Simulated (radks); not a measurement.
Exchange energies: the exact (Fock) value of the Kohn-Sham orbitals and density-functional approximations, as 100 (|E| - |E exact|)/|E exact|, negative where the magnitude is too small. Species: B4+ 1s1; Cs [Xe] 6s1; Ga2+ [Ar] 3d10 4s1; Ge4+ [Ar] 3d10. Calculated with a radial shooting solver on a logarithmic mesh with Libxc functionals: non-relativistic Kohn-Sham, PBE, spin-polarised, spherical densities, point nucleus. Every spin shell is full or empty, so the densities are truly spherical. Functionals are evaluated on that one density, not self-consistently.

| functional | B4+ | Cs | Ga2+ | Ge4+ |
|---|---|---|---|---|
| exact (hartree) | -1.55628 | -184.037 | -72.9905 | -76.3357 |
| LDA | -14.19 | -4.69 | -5.71 | -5.80 |
| B88 | -0.80 | +0.01 | +0.28 | +0.14 |
| PBE | -2.01 | -0.43 | -0.21 | -0.36 |
| AM05 | -10.98 | -4.39 | -5.18 | -5.25 |
| SOGGA | -6.49 | -2.22 | -2.48 | -2.60 |
| EV93 | +3.81 | -0.38 | +0.39 | +0.24 |
| APBE | -0.47 | +0.28 | +0.68 | +0.51 |
| Tao-Mo | +0.06 | -0.83 | -0.41 | -0.57 |
| TASK | +0.04 | -2.21 | -2.44 | -2.42 |
